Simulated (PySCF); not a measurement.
**Two-component Hartree-Fock for Tl⁷⁷⁺ (thallium, charge +77)**

Start: [He] 2s2. Calculated with PySCF 2.14 in an uncontracted even-tempered set (16 s from 69 bohr⁻², ratio 2.4; 13 p from 90 bohr⁻², ratio 2.4; 5 d from 280 bohr⁻², ratio 2.6; 4 f from 420 bohr⁻², ratio 2.6): generalised Hartree-Fock with the X2C-1e Hamiltonian and a Gaussian nucleus; one run each with spin-orbit coupling (SO) switched off, then screened by Boettger's factors.

```
spinor shell  electrons  ε, spin-free (eV)  ε, screened SO (eV)  weight of nominal j (screened SO)  rms radius, screened SO (bohr)
       1s1/2          2           -96012.7             -96012.7                              1.000                          0.0183
       2s1/2          2           -23890.0             -23890.0                              1.000                          0.0712
```

| quantity | spin-free | screened SO |
| --- | --- | --- |
| E (hartree) | -8965.73566 | -8965.73566 |
| M_J | 0 | 0 |
| ⟨J²⟩ | 0.000 | 0.000 |
| ⟨L²⟩ | 0.000 | 0.000 |
| ⟨S²⟩ | 0.000 | 0.000 |

Breit and QED terms are absent; they matter most for the inner s and p1/2 levels.

Densities and radii are taken from the X2C orbitals without a picture-change correction, which distorts them close to the nucleus.

Without spin-orbit coupling the j labels of p, d and f shells carry no meaning; the spin-free column gives the mean over the occupied spinors of each nl shell.
